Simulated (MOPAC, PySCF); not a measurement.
CH₄OSi, SMILES `C[SiH]=O`, neutral singlet in the gas phase. 

Z-matrix (Å, degrees):
```
C
H 1 1.0889
H 1 1.0938 2 109.36
H 1 1.0939 2 109.29 3 -116.77
Si 1 1.8538 2 111.29 4 -121.56
O 5 1.5209 1 126.37 2 0.77
H 5 1.4845 6 122.30 1 -179.97
```
Charge 0, spin multiplicity 1.

All levels are single points at this geometry (B3LYP-D3(BJ)/def2-TZVP); Pople sets use spherical d functions. Orbital energies aren't observables, and empty levels follow the basis.

B3LYP-D3(BJ)/def2-TZVP in PySCF gives HOMO (eV) = -7.63.

Task: Estimate the HOMO (eV) from each of these levels: B3LYP/3-21G in PySCF; B3LYP/6-31G* in PySCF; B3LYP/LANL2DZ in PySCF; BP86/6-31G* in PySCF; M06-2X/6-31G* in PySCF; SVWN5/6-31G* in PySCF; HF/STO-3G in PySCF; PM3 in MOPAC.

Result: 
| level | HOMO (eV) |
|---|---|
| B3LYP/3-21G in PySCF | -7.20 |
| B3LYP/6-31G* in PySCF | -7.36 |
| B3LYP/LANL2DZ in PySCF | -7.50 |
| BP86/6-31G* in PySCF | -6.21 |
| M06-2X/6-31G* in PySCF | -9.15 |
| SVWN5/6-31G* in PySCF | -6.22 |
| HF/STO-3G in PySCF | -7.69 |
| PM3 in MOPAC | -9.55 |
